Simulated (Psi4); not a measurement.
Job for Psi4: SAPT0/aug-cc-pVDZ on CH3GaO (a complex), monomers drawn apart or pushed together.

```
memory 8100 MB

molecule dimer {
0 1
Ga   -0.00309405    0.02588828    0.25572175
H    -0.00894275    1.57422169    0.25287382
H     1.33759315   -0.73686005    0.11897546
H    -1.34142950   -0.74884788    0.17076386
--
0 1
C     0.06458616   -0.11292356    3.21055957
O     0.03519691   -0.06003348    2.08983053
units angstrom
symmetry c1
no_reorient
no_com
}

set {
  basis aug-cc-pVDZ
  scf_type df
  freeze_core true
}

energy('sapt0')
```

It printed:

```
[...]
==> Input File <==

--------------------------------------------------------------------------
memory 8100 MB

molecule dimer {
0 1
Ga   -0.00309405    0.02588828    0.25572175
H    -0.00894275    1.57422169    0.25287382
H     1.33759315   -0.73686005    0.11897546
H    -1.34142950   -0.74884788    0.17076386
--
0 1
C     0.06458616   -0.11292356    3.21055957
O     0.03519691   -0.06003348    2.08983053
units angstrom
symmetry c1
no_reorient
no_com
}

set {
  basis aug-cc-pVDZ
  scf_type df
  freeze_core true
}

energy('sapt0')
--------------------------------------------------------------------------


   => Loading Basis Set <=

    Name: AUG-CC-PVDZ
    Role: ORBITAL
    Keyword: BASIS
    atoms 1   entry GA         line  2890 file aug-cc-pvdz.gbs
    atoms 2-4 entry H          line    40 file aug-cc-pvdz.gbs
    atoms 5   entry C          line   182 file aug-cc-pvdz.gbs
    atoms 6   entry O          line   254 file aug-cc-pvdz.gbs

   => Loading Basis Set <=

    Name: AUG-CC-PVDZ
    Role: ORBITAL
    Keyword: BASIS
    atoms 1   entry GA         line  2890 file aug-cc-pvdz.gbs
    atoms 2-4 entry H          line    40 file aug-cc-pvdz.gbs
    atoms 5   entry C          line   182 file aug-cc-pvdz.gbs
    atoms 6   entry O          line   254 file aug-cc-pvdz.gbs


  //>>>>>>>>>>>>>>>>>>>>>>>>>>>>>>>>>>>//
  //              Dimer HF             //
  //<<<<<<<<<<<<<<<<<<<<<<<<<<<<<<<<<<<//

   => Libint2 <=

    Primary   basis highest AM E, G, H:  7, 6, 3
    Auxiliary basis highest AM E, G, H:  7, 7, 4
    Onebody   basis highest AM E, G, H:  -, -, -
    Solid Harmonics ordering:            Gaussian


   => Loading Basis Set <=

    Name: AUG-CC-PVDZ
    Role: ORBITAL
    Keyword: BASIS
    atoms 1   entry GA         line  2890 file aug-cc-pvdz.gbs
    atoms 2-4 entry H          line    40 file aug-cc-pvdz.gbs
    atoms 5   entry C          line   182 file aug-cc-pvdz.gbs
    atoms 6   entry O          line   254 file aug-cc-pvdz.gbs


         ---------------------------------------------------------
                                   SCF
               by Justin Turney, Rob Parrish, Andy Simmonett
                          and Daniel G. A. Smith
                              RHF Reference
                        4 Threads,   7724 MiB Core
         ---------------------------------------------------------

  ==> Geometry <==

    Molecular point group: c1
    Full point group: C1

    Geometry (in Angstrom), charge = 0, multiplicity = 1:

       Center              X                  Y                   Z               Mass
    ------------   -----------------  -----------------  -----------------  -----------------
         GA          -0.003094050000     0.025888280000     0.255721750000    68.925573500000
         H           -0.008942750000     1.574221690000     0.252873820000     1.007825032230
         H            1.337593150000    -0.736860050000     0.118975460000     1.007825032230
         H           -1.341429500000    -0.748847880000     0.170763860000     1.007825032230
         C            0.064586160000    -0.112923560000     3.210559570000    12.000000000000
         O            0.035196910000    -0.060033480000     2.089830530000    15.994914619570

  Running in c1 symmetry.

  Rotational constants: A =      2.30243  B =      0.08345  C =      0.08341 [cm^-1]
  Rotational constants: A =  69025.17985  B =   2501.68958  C =   2500.65137 [MHz]
  Nuclear repulsion =  167.690877950291963

  Charge       = 0
  Multiplicity = 1
  Electrons    = 48
  Nalpha       = 24
  Nbeta        = 24

  ==> Algorithm <==

  SCF Algorithm Type is DF.
  DIIS enabled.
  MOM disabled.
  Fractional occupation disabled.
  Guess Type is SAD.
  Energy threshold   = 1.00e-08
  Density threshold  = 1.00e-08
  Integral threshold = 1.00e-12

  ==> Primary Basis <==

  Basis Set: AUG-CC-PVDZ
    Blend: AUG-CC-PVDZ
    Number of shells: 47
    Number of basis functions: 109
    Number of Cartesian functions: 116
    Spherical Harmonics?: true
    Max angular momentum: 2

   => Loading Basis Set <=

    Name: (AUG-CC-PVDZ AUX)
    Role: JKFIT
    Keyword: DF_BASIS_SCF
    atoms 1   entry GA         line   936 file aug-cc-pvdz-jkfit.gbs
    atoms 2-4 entry H          line    70 file aug-cc-pvdz-jkfit.gbs
    atoms 5   entry C          line   154 file aug-cc-pvdz-jkfit.gbs
    atoms 6   entry O          line   270 file aug-cc-pvdz-jkfit.gbs

  ==> Integral Setup <==

  DFHelper Memory: AOs need 0.045 GiB; user supplied 5.658 GiB.
  SCF_SUBTYPE=INCORE selected. In-core MEM_DF algorithm will be used.
  Using in-core AOs.

  ==> MemDFJK: Density-Fitted J/K Matrices <==

    J tasked:                   Yes
    K tasked:                   Yes
    wK tasked:                   No
    OpenMP threads:               4
    Algorithm:                 Core
    Schwarz Cutoff:           1E-12
    Mask sparsity (%):       0.0000
    Fitting Condition:        1E-10

   => Auxiliary Basis Set <=

  Basis Set: (AUG-CC-PVDZ AU
[...]
A   [     7 ]
    NB   [     7 ]

  @DF-RHF Final Energy:  -112.75563323145713

   => Energetics <=

    Nuclear Repulsion Energy =             22.6313116022860257
    One-Electron Energy =                -198.3097313106011939
    Two-Electron Energy =                  62.9227864768580503
    Total Energy =                       -112.7556332314571250

Computation Completed


Properties will be evaluated at   0.000000,   0.000000,   0.000000 [a0]

Properties computed using the SCF density matrix


 Multipole Moments:

 ------------------------------------------------------------------------------------
     Multipole            Electronic (a.u.)      Nuclear  (a.u.)        Total (a.u.)
 ------------------------------------------------------------------------------------

 L = 1.  Multiply by 2.5417464519 to convert [e a0] to [Debye]
 Dipole X            :         -1.2621659            1.2644011            0.0022352
 Dipole Y            :          2.1839417           -2.1879423           -0.0040006
 Dipole Z            :        -67.9113740           67.9961286            0.0847546
 Magnitude           :                                                    0.0848784

 ------------------------------------------------------------------------------------

  Constructing Basis Sets for SAPT...

   => Loading Basis Set <=

    Name: (AUG-CC-PVDZ AUX)
    Role: RIFIT
    Keyword: DF_BASIS_SAPT
    atoms 1   entry GA         line   690 file aug-cc-pvdz-ri.gbs
    atoms 2-4 entry H          line    30 file aug-cc-pvdz-ri.gbs
    atoms 5   entry C          line   112 file aug-cc-pvdz-ri.gbs
    atoms 6   entry O          line   204 file aug-cc-pvdz-ri.gbs

   => Loading Basis Set <=

    Name: (AUG-CC-PVDZ AUX)
    Role: JKFIT
    Keyword: DF_BASIS_ELST
    atoms 1   entry GA         line   936 file aug-cc-pvdz-jkfit.gbs
    atoms 2-4 entry H          line    70 file aug-cc-pvdz-jkfit.gbs
    atoms 5   entry C          line   154 file aug-cc-pvdz-jkfit.gbs
    atoms 6   entry O          line   270 file aug-cc-pvdz-jkfit.gbs


  //>>>>>>>>>>>>>>>>>>>>>>>>>>>>>>>>>>>//
  //               SAPT0               //
  //<<<<<<<<<<<<<<<<<<<<<<<<<<<<<<<<<<<//



        SAPT0
    Ed Hohenstein
     6 June 2009

      Orbital Information
  --------------------------
    NSO        =       109
    NMO        =       109
    NRI        =       343
    NRI (Elst) =       462
    NOCC A     =        17
    NOCC B     =         7
    FOCC A     =         9
    FOCC B     =         2
    NVIR A     =        92
    NVIR B     =       102

    Elst10,r            =    -0.066302162504 [Eh]
    Exch10              =     0.141445907566 [Eh]
    Exch10 (S^2)        =     0.135339592196 [Eh]

    Maxiter = 50
    CPHF R converge = 1.000000E-08

    Iter     Energy [mEh]          dE [mEh]         Residual      Time [s]
       1     -31.39708395      31.397083946     2.618703e-02             0
       2     -38.07671621       6.679632261     4.470815e-03             0
       3     -38.01452836      -0.062187850     1.199994e-03             0
       4     -37.94537858      -0.069149780     1.594220e-04             0
       5     -37.95269528       0.007316700     1.760766e-05             0
       6     -37.95232327      -0.000372007     2.004614e-06             0
       7     -37.95233646       0.000013191     5.075593e-07             0
       8     -37.95233823       0.000001770     1.132419e-07             0
       9     -37.95233680      -0.000001432     1.149679e-08             0
      10     -37.95233705       0.000000250     1.612185e-09             0

    CHF Iterations converged

    Maxiter = 50
    CPHF R converge = 1.000000E-08

    Iter     Energy [mEh]          dE [mEh]         Residual      Time [s]
       1    -148.15336335     148.153363352     7.596554e-02             0
       2    -167.13861543      18.985252076     3.481274e-02             0
       3    -176.48743070       9.348815270     6.809310e-03             0
       4    -176.11193355      -0.375497145     1.178085e-03             0
       5    -175.92135014      -0.190583418     2.226847e-04             0
       6    -175.95191893       0.030568794     4.720061e-05             0
       7    -175.94825623      -0.003662702     4.781909e-06             0
       8    -175.94842421       0.000167981     8.533571e-07             0
       9    -175.94841048      -0.000013732     2.508207e-07             0
      10    -175.94841114       0.000000661     6.126642e-08             0
      11    -175.94841184       0.000000704     8.220221e-09             0

    CHF Iterations converged

    Ind20,r (A<-B)      =    -0.037952337048 [Eh]
    Ind20,r (B<-A)      =    -0.175948411841 [Eh]
    Ind20,r             =    -0.213900748889 [Eh]
    Exch-Ind20,r (A<-B) =     0.035221525446 [Eh]
    Exch-Ind20,r (B<-A) =     0.135149494973 [Eh]
    Exch-Ind20,r        =     0.170371020419 [Eh]
    Disp20              =    -0.020858039050 [Eh]
    Disp20 (SS)         =    -0.010429019525 [Eh]
    Disp20 (OS)         =    -0.010429019525 [Eh]
    Exch-Disp20         =     0.004262557644 [Eh]
    Exch-Disp20 (SS)    =     0.001975946059 [Eh]
    Exch-Disp20 (OS)    =     0.002286611586 [Eh]

    SAPT Results
  --------------------------------------------------------------------------------------------------------
    Electrostatics                -66.30216250 [mEh]     -41.60523510 [kcal/mol]    -174.07630367 [kJ/mol]
      Elst10,r                    -66.30216250 [mEh]     -41.60523510 [kcal/mol]    -174.07630367 [kJ/mol]

    Exchange                      141.44590757 [mEh]      88.75864702 [kcal/mol]     371.36617915 [kJ/mol]
      Exch10                      141.44590757 [mEh]      88.75864702 [kcal/mol]     371.36617915 [kJ/mol]
      Exch10(S^2)                 135.33959220 [mEh]      84.92687628 [kcal/mol]     355.33405036 [kJ/mol]

    Induction                     -32.93607636 [mEh]     -20.66769994 [kcal/mol]     -86.47365656 [kJ/mol]
      Ind20,r                    -213.90074889 [mEh]    -134.22474638 [kcal/mol]    -561.59633884 [kJ/mol]
      Exch-Ind20,r                170.37102042 [mEh]     106.90942937 [kcal/mol]     447.30905248 [kJ/mol]
      delta HF,r (2)               10.59365211 [mEh]       6.64761706 [kcal/mol]      27.81362979 [kJ/mol]

    Dispersion                    -16.59548141 [mEh]     -10.41382180 [kcal/mol]     -43.57143043 [kJ/mol]
      Disp20                      -20.85803905 [mEh]     -13.08861711 [kcal/mol]     -54.76277398 [kJ/mol]
      Exch-Disp20                   4.26255764 [mEh]       2.67479530 [kcal/mol]      11.19134355 [kJ/mol]
      Disp20 (SS)                 -10.42901952 [mEh]      -6.54430855 [kcal/mol]     -27.38138699 [kJ/mol]
      Disp20 (OS)                 -10.42901952 [mEh]      -6.54430855 [kcal/mol]     -27.38138699 [kJ/mol]
      Exch-Disp20 (SS)              1.97594606 [mEh]       1.23992487 [kcal/mol]       5.18784566 [kJ/mol]
      Exch-Disp20 (OS)              2.28661159 [mEh]       1.43487043 [kcal/mol]       6.00349789 [kJ/mol]

  Total HF                         42.20766871 [mEh]      26.48571198 [kcal/mol]     110.81621892 [kJ/mol]
  Total SAPT0                      25.61218730 [mEh]      16.07189018 [kcal/mol]      67.24478849 [kJ/mol]

  Special recipe for scaled SAPT0 (see Manual):
    Electrostatics sSAPT0         -66.30216250 [mEh]     -41.60523510 [kcal/mol]    -174.07630367 [kJ/mol]
    Exchange sSAPT0               141.44590757 [mEh]      88.75864702 [kcal/mol]     371.36617915 [kJ/mol]
    Induction sSAPT0               -8.81932811 [mEh]      -5.53421194 [kcal/mol]     -23.15514276 [kJ/mol]
    Dispersion sSAPT0             -15.99209810 [mEh]     -10.03519306 [kcal/mol]     -41.98724777 [kJ/mol]
  Total sSAPT0                     50.33231885 [mEh]      31.58400692 [kcal/mol]     132.14748494 [kJ/mol]
  --------------------------------------------------------------------------------------------------------



*** Psi4 exiting successfully. Buy a developer a beer!
```

The run finished.

Cost: about 30 core-seconds (a rough figure).
